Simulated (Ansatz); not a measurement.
`N=C(S)[SiH2]O` + dimethylamine → `CN(C)[SiH2]O` + `N=CS`  (ligand exchange at the Si–C bond)

Computed with Ansatz on PBE0-D4/def2-TZVP structures; ΔE is electronic, products minus reactants. CCSD(T)/CBS is the MP2 limit (def2-TZVPP, def2-QZVPP) plus CCSD(T) − MP2 in def2-TZVPP, frozen cores. This one scheme is used for every species. DFT in def2-TZVPP. B3LYP here is the variant with VWN-RPA as its local correlation; programs differ in this. Each species was taken in one conformer, which may not be the lowest.

Question: Is it downhill or uphill in electronic energy at CCSD(T)/CBS, and by how much? (Best estimate.)

Answer: Computed: Downhill: ΔE = -0.61 eV.

Question: What do these levels give: B3LYP-D4, ωB97X-V, ωB97M-V, B2PLYP, PBE, B3LYP, SCS-MP2/def2-TZVPP, CCSD(T)/def2-TZVPP, MP2/def2-QZVPP, SCS-MP2/def2-QZVPP, HF/CBS(def2), MP2/CBS(def2)? (Best estimate.)

Answer: Computed: B3LYP-D4 -0.62, ωB97X-V -0.63, ωB97M-V -0.63, B2PLYP -0.63, PBE -0.53, B3LYP -0.61, SCS-MP2/def2-TZVPP -0.66, CCSD(T)/def2-TZVPP -0.63, MP2/def2-QZVPP -0.65, SCS-MP2/def2-QZVPP -0.66, HF/CBS(def2) -0.71, MP2/CBS(def2) -0.64 eV.

Largest T1 diagnostic among the species: 0.014.

In def2-TZVPP, CCSD(T) changes the Hartree–Fock value by +0.07 eV (the triples alone add +0.02 eV) and MP2 by +0.04 eV. From PBE to PBE0 (25 % exact exchange), in def2-TZVPP and without D4, ΔE moves by −0.04 eV.
